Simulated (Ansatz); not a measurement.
Ansatz (a program for electronic structure) input (B3LYP-D3(BJ)/def2-TZVP):

Ansatz 0.2 input:
```yaml
crystal:
  periodic: [false, false, false]
  atoms:
    - {symbol: C, position_ang: [-1.09455218, -0.09114862, -0.01737528]}
    - {symbol: Si, position_ang: [0.61143944, -0.03857235, 0.00849089]}
    - {symbol: H, position_ang: [-1.66910789, 0.83060455, -0.01332855]}
    - {symbol: H, position_ang: [-1.66876893, -1.00704325, -0.03827929]}
    - {symbol: H, position_ang: [1.34503774, 1.26334325, 0.03698700]}
basis:
  gaussian:
    orbitals: def2-TZVP
hamiltonian:
  xc: b3lyp
  dispersion: d3bj
magnetization: {spin_polarized: true, initial_magnetization: 1}
phonons: {temperatures: {t_min: 298.15, t_max: 298.15, t_step: 100}}
```

Output:

```
Functional definition: B3LYP
integrals: 0.02 GiB planned
573 factors; their error is unknown
mean field: 0.24 GiB planned
mean field evaluation 1: about -8950.5795 eV, gradient 4.7e1 eV
mean field evaluation 2: about -8912.6795 eV, gradient 7.7e1 eV
mean field evaluation 4: about -8961.6091 eV, gradient 4.2e0 eV
mean field evaluation 8: about -8961.7489 eV, gradient 1.7e-1 eV
mean field evaluation 16: about -8961.7494 eV, gradient 2.9e-4 eV
mean field -8961.74943915 eV, -329.3382173970 hartree, gradient 6.3e-5 eV, S^2 0.762786; 3 other end points of the search recorded, 0 dependent functions left out
the calculation of the forces begins
reference -8961.74964332 eV, -329.3382249000 hartree; 12, 11 occupied and 74, 75 virtual orbitals, 573 factors
these checks for a lower state are left out or cut short: stability, starts, cluster_reference, orbital_swaps, neighbouring_geometries, increment
integrals: 0.02 GiB planned
573 factors; their error is unknown
mean field: 0.24 GiB planned
mean field evaluation 32: about -8961.7493 eV, gradient 3.8e-4 eV
mean field -8961.74925499 eV, -329.3382106290 hartree, gradient 1.6e-6 eV, S^2 0.762644; 0 other end points of the search recorded, 0 dependent functions left out
the calculation of the forces begins
reference -8961.74945920 eV, -329.3382181337 hartree; 12, 11 occupied and 74, 75 virtual orbitals, 573 factors
these checks for a lower state are left out or cut short: stability, starts, cluster_reference, orbital_swaps, neighbouring_geometries, increment
integrals: 0.02 GiB planned
573 factors; their error is unknown
mean field: 0.24 GiB planned
mean field -8961.74928171 eV, -329.3382116111 hartree, gradient 1.6e-6 eV, S^2 0.762931; 0 other end points of the search recorded, 0 dependent functions left out
the calculation of the forces begins
reference -8961.74948584 eV, -329.3382191126 hartree; 12, 11 occupied and 74, 75 virtual orbitals, 573 factors
these checks for a lower state are left out or cut short: stability, starts, cluster_reference, orbital_swaps, neighbouring_geometries, increment
integrals: 0.02 GiB planned
573 factors; their error is unknown
mean field: 0.24 GiB planned
mean field -8961.74935516 eV, -329.3382143102 hartree, gradient 2.5e-6 eV, S^2 0.762767; 0 other end points of the search recorded, 0 dependent functions left out
the calculation of the forces begins
reference -8961.74955932 eV, -329.3382218130 hartree; 12, 11 occupied and 74, 75 virtual orbitals, 573 factors
these checks for a lower state are left out or cut short: stability, starts, cluster_reference, orbital_swaps, neighbouring_geometries, increment
integrals: 0.02 GiB planned
573 factors; their error is unknown
mean field: 0.24 GiB planned
mean field -8961.74934739 eV, -329.3382140246 hartree, gradient 1.8e-6 eV, S^2 0.762804; 0 other end points of the search recorded, 0 dependent functions left out
the calculation of the forces begins
reference -8961.74955156 eV, -329.3382215280 hartree; 12, 11 occupied and 74, 75 virtual orbitals, 573 factors
these checks for a lower state are left out or cut short: stability, starts, cluster_reference, orbital_swaps, neighbouring_geometries, increment
integrals: 0.02 GiB planned
573 factors; their error is unknown
mean field: 0.24 GiB planned
mean field -8961.74934531 eV, -329.3382139482 hartree, gradient 8.9e-7 eV, S^2 0.762976; 0 other end points of the search recorded, 0 dependent functions left out
the calculation of the forces begins
reference -8961.74954947 eV, -329.3382214512 hartree; 12, 11 occupied and 74, 75 virtual orbitals, 573 factors
these checks for a lower state are left out or cut short: stability, starts, cluster_reference, orbital_swaps, neighbouring_geometries, increment
integrals: 0.02 GiB planned
573 factors; their error is unknown
mean field: 0.24 GiB planned
mean field evaluation 64: about -8961.7493 eV, gradient 6.1e-5 eV
mean field -8961.74930015 eV, -329.3382122886 hartree, gradient 1.1e-6 eV, S^2 0.762601; 0 other end points of the search recorded, 0 dependent functions left out
the calculation of the forces begins
reference -8961.74950432 eV, -329.3382197918 hartree; 12, 11 occupied and 74, 75 virtual orbitals, 573 factors
these checks for a lower state are left out or cut short: stability, starts, cluster_reference, orbital_swaps, neighbouring_geometries, increment
integrals: 0.02 GiB planned
573 factors; their error is unknown
mean field: 0.24 GiB planned
mean field -8961.74940886 eV, -329.3382162836 hartree, gradient 2.5e-6 eV, S^2 0.762792; 0 other end points of the search recorded, 0 dependent functions left out
the calculation of the forces begins
reference -8961.74961303 eV, -329.3382237867 hartree; 12, 11 occupied and 74, 75 virtual orbitals, 573 factors
these checks for a lower state are left out or cut short: stability, starts, cluster_reference, orbital_swaps, neighbouring_geometries, increment
integrals: 0.02 GiB planned
573 factors; their error is unknown
mean field: 0.24 GiB planned
mean field -8961.74941503 eV, -329.3382165103 hartree, gradient 2.3e-6 eV, S^2 0.762779; 0 other end points of the search recorded, 0 dependent functions left out
the calculation of the forces begins
reference -8961.74961919 eV, -329.3382240133 hartree; 12, 11 occupied and 74, 75 virtual orbitals, 573 factors
these checks for a lower state are left out or cut short: stability, starts, cluster_reference, orbital_swaps, neighbouring_geometries, increment
integrals: 0.02 GiB planned
573 factors; their error is unknown
mean field: 0.24 GiB planned
mean field -8961.74938855 eV, -329.3382155373 hartree, gradient 2.2e-6 eV, S^2 0.762762; 0 other end points of the search recorded, 0 dependent functions left out
the calculation of the forces begins
reference -8961.74959265 eV, -329.3382230378 hartree; 12, 11 occupied and 74, 75 virtual orbitals, 573 factors
these checks for a lower state are left out or cut short: stability, starts, cluster_reference, orbital_swaps, neighbouring_geometries, increment
integrals: 0.02 GiB planned
573 factors; their error is unknown
mean field: 0.24 GiB planned
mean field -8961.74941456 eV, -329.3382164933 hartree, gradient 2.6e-6 eV, S^2 0.762810; 0 other end points of the search recorded, 0 dependent functions left out
the calculation of the forces begins
reference -8961.74961880 eV, -329.3382239989 hartree; 12, 11 occupied and 74, 75 virtual orbitals, 573 factors
these checks for a lower state are left out or cut short: stability, starts, cluster_reference, orbital_swaps, neighbouring_geometries, increment
integrals: 0.02 GiB planned
573 factors; their error is unknown
mean field: 0.24 GiB planned
mean field evaluation 96: about -8961.7494 eV, gradient 5.6e-2 eV
mean field -8961.74939695 eV, -329.3382158459 hartree, gradient 1.3e-6 eV, S^2 0.762792; 0 other end points of the search recorded, 0 dependent functions left out
the calculation of the forces begins
reference -8961.74960109 eV, -329.3382233481 hartree; 12, 11 occupied and 74, 75 virtual orbitals, 573 factors
these checks for a lower state are left out or cut short: stability, starts, cluster_reference, orbital_swaps, neighbouring_geometries, increment
integrals: 0.02 GiB planned
573 factors; their error is unknown
mean field: 0.24 GiB planned
mean field -8961.74940035 eV, -329.3382159711 hartree, gradient 1.8e-6 eV, S^2 0.762780; 0 other end points of the search recorded, 0 dependent functions left out
the calculation of the forces begins
reference -8961.74960454 eV, -329.3382234749 hartree; 12, 11 occupied and 74, 75 virtual orbitals, 573 factors
these checks for a lower state are left out or cut short: stability, starts, cluster_reference, orbital_swaps, neighbouring_geometries, increment
integrals: 0.02 GiB planned
573 factors; their error is unknown
mean field: 0.24 GiB planned
mean field -8961.74938866 eV, -329.3382155412 hartree, gradient 1.8e-6 eV, S^2 0.762780; 0 other end points of the search recorded, 0 dependent functions left out
the calculation of the forces begins
reference -8961.74959281 eV, -329.3382230438 hartree; 12, 11 occupied and 74, 75 virtual orbitals, 573 factors
these checks for a lower state are left out or cut short: stability, starts, cluster_reference, orbital_swaps, neighbouring_geometries, increment
integrals: 0.02 GiB planned
573 factors; their error is unknown
mean field: 0.24 GiB planned
mean field -8961.74941070 eV, -329.3382163514 hartree, gradient 2.0e-6 eV, S^2 0.762792; 0 other end points of the search recorded, 0 dependent functions left out
the calculation of the forces begins
reference -8961.74961488 eV, -329.3382238549 hartree; 12, 11 occupied and 74, 75 virtual orbitals, 573 factors
these checks for a lower state are left out or cut short: stability, starts, cluster_reference, orbital_swaps, neighbouring_geometries, increment
integrals: 0.02 GiB planned
573 factors; their error is unknown
mean field: 0.24 GiB planned
mean field -8961.74939955 eV, -329.3382159417 hartree, gradient 1.3e-6 eV, S^2 0.762787; 0 other end points of the search recorded, 0 dependent functions left out
the calculation of the forces begins
reference -8961.74960375 eV, -329.3382234459 hartree; 12, 11 occupied and 74, 75 virtual orbitals, 573 factors
these checks for a lower state are left out or cut short: stability, starts, cluster_reference, orbital_swaps, neighbouring_geometries, increment
integrals: 0.02 GiB planned
573 factors; their error is unknown
mean field: 0.24 GiB planned
mean field evaluation 128: about -8961.7494 eV, gradient 5.6e-2 eV
mean field -8961.74939186 eV, -329.3382156590 hartree, gradient 1.2e-6 eV, S^2 0.762785; 0 other end points of the search recorded, 0 dependent functions left out
the calculation of the forces begins
reference -8961.74959600 eV, -329.3382231610 hartree; 12, 11 occupied and 74, 75 virtual orbitals, 573 factors
these checks for a lower state are left out or cut short: stability, starts, cluster_reference, orbital_swaps, neighbouring_geometries, increment
integrals: 0.02 GiB planned
573 factors; their error is unknown
mean field: 0.24 GiB planned
mean field -8961.74943750 eV, -329.3382173361 hartree, gradient 2.4e-6 eV, S^2 0.762771; 0 other end points of the search recorded, 0 dependent functions left out
the calculation of the forces begins
reference -8961.74964171 eV, -329.3382248407 hartree; 12, 11 occupied and 74, 75 virtual orbitals, 573 factors
these checks for a lower state are left out or cut short: stability, starts, cluster_reference, orbital_swaps, neighbouring_geometries, increment
integrals: 0.02 GiB planned
573 factors; their error is unknown
mean field: 0.24 GiB planned
mean field -8961.74940788 eV, -329.3382162478 hartree, gradient 2.3e-6 eV, S^2 0.762801; 0 other end points of the search recorded, 0 dependent functions left out
the calculation of the forces begins
reference -8961.74961201 eV, -329.3382237494 hartree; 12, 11 occupied and 74, 75 virtual orbitals, 573 factors
these checks for a lower state are left out or cut short: stability, starts, cluster_reference, orbital_swaps, neighbouring_geometries, increment
integrals: 0.02 GiB planned
573 factors; their error is unknown
mean field: 0.24 GiB planned
mean field -8961.74941603 eV, -329.3382165473 hartree, gradient 2.5e-6 eV, S^2 0.762791; 0 other end points of the search recorded, 0 dependent functions left out
the calculation of the forces begins
reference -8961.74962020 eV, -329.3382240504 hartree; 12, 11 occupied and 74, 75 virtual orbitals, 573 factors
these checks for a lower state are left out or cut short: stability, starts, cluster_reference, orbital_swaps, neighbouring_geometries, increment
integrals: 0.02 GiB planned
573 factors; their error is unknown
mean field: 0.24 GiB planned
mean field -8961.74942192 eV, -329.3382167635 hartree, gradient 2.7e-6 eV, S^2 0.762781; 0 other end points of the search recorded, 0 dependent functions left out
the calculation of the forces begins
reference -8961.74962609 eV, -329.3382242666 hartree; 12, 11 occupied and 74, 75 virtual orbitals, 573 factors
Total energy: -8961.88265236 eV, -329.3431128920 hartree
Atom 0 at    -1.094552    -0.091149    -0.017375 Å, force    -0.000265    -0.000177    -0.000006 eV/Å
Atom 1 at     0.611439    -0.038572     0.008491 Å, force     0.000248     0.000217     0.000007 eV/Å
Atom 2 at    -1.669108     0.830605    -0.013329 Å, force     0.000081     0.000009     0.000001 eV/Å
Atom 3 at    -1.668769    -1.007043    -0.038279 Å, force    -0.000055     0.000042    -0.000000 eV/Å
Atom 4 at     1.345038     1.263343     0.036987 Å, force    -0.000009    -0.000091    -0.000001 eV/Å
Dipole moment:     0.138409     0.009167     0.002165 e Å
Vibrations: 265.08 516.66 745.54 833.65 966.86 1366.07 2129.73 3122.78 3228.83 cm⁻¹, zero-point energy 0.816757 eV
```

It need not be the lowest isomer of its formula.
